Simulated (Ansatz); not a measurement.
Consider the redistribution: `OBO` + `C[SiH2]B(C)C` → `C[SiH2]BO` + `CB(C)O`.

Program: Ansatz. Geometries: PBE0-D4/def2-TZVP. ΔE: electronic, gas phase. CCSD(T)/CBS is the MP2 limit (def2-TZVPP, def2-QZVPP) plus CCSD(T) − MP2 in def2-TZVPP, frozen cores. This one scheme is used for every species. DFT in def2-TZVPP. B3LYP here is the variant with VWN-RPA as its local correlation; programs differ in this. One conformer a species, not always the lowest.

```tsv
level	ΔE (kJ/mol)	difference from CCSD(T)/CBS
r2SCAN-D4	1.1	2.6
PBE0-D4	0.5	2.0
B3LYP-D4	-0.7	0.8
ωB97X-V	-2.7	-1.2
ωB97M-V	-2.0	-0.5
B2PLYP	-3.8	-2.3
PBE	-4.0	-2.5
r2SCAN	0.1	1.6
PBE0	-2.1	-0.6
B3LYP	-5.0	-3.5
HF/def2-TZVPP	-0.9	0.6
CCSD(T)/def2-TZVPP	-3.1	-1.6
MP2/def2-QZVPP	0.1	1.6
SCS-MP2/def2-QZVPP	-1.9	-0.4
HF/CBS(def2)	-0.7	0.8
MP2/CBS(def2)	0.7	2.2
CCSD(T)/CBS	-1.5	0
```

Largest T1 diagnostic among the species: 0.013.

The D4 term adds +4.3 kJ/mol with B3LYP and +2.6 kJ/mol with PBE0; it sums over pairs of atoms, weighted by their polarisabilities, and B3LYP, whose exchange is more repulsive, gets the larger term.
